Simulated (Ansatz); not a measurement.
One change: `[CH3][Ga]([CH3])[O][SiH3]` becomes `[CH3][Ga]([CH3])[NH2]`.

Ansatz, PBE0-D4/def2-TZVP geometries, multiplicity 1. Each molecule was computed in one conformer, which needn't be the lowest.

Scalar relativity is left out up to krypton.

```
                                        property  `[CH3][Ga]([CH3])[O][SiH3]`
             HOMO–LUMO gap (PBE/def2-TZVPP) / eV                         5.07
             HOMO energy (B3LYP/def2-TZVPP) / eV                        -7.53
size of the dipole moment (B3LYP/def2-TZVPP) / D                         2.35
           HOMO–LUMO gap (B3LYP/def2-TZVPP) / eV                         6.68
  size of the dipole moment (PBE/def2-TZVPP) / D                         2.33
           LUMO energy (ωB97M-V/def2-TZVPP) / eV                         1.09
```

Q: Give the same properties after the change, and the shifts. (Estimate.)

A: Ansatz gave: 
```tsv
property	`[CH3][Ga]([CH3])[NH2]`	shift
HOMO–LUMO gap (PBE/def2-TZVPP) / eV	5.06	-0.01
HOMO energy (B3LYP/def2-TZVPP) / eV	-6.77	0.76
size of the dipole moment (B3LYP/def2-TZVPP) / D	0.31	-2.04
HOMO–LUMO gap (B3LYP/def2-TZVPP) / eV	6.70	0.02
size of the dipole moment (PBE/def2-TZVPP) / D	0.39	-1.94
LUMO energy (ωB97M-V/def2-TZVPP) / eV	1.86	0.77
```

Dipoles are sizes alone; their direction can turn.

B3LYP here is the variant with VWN-RPA as its local correlation; programs differ in this.
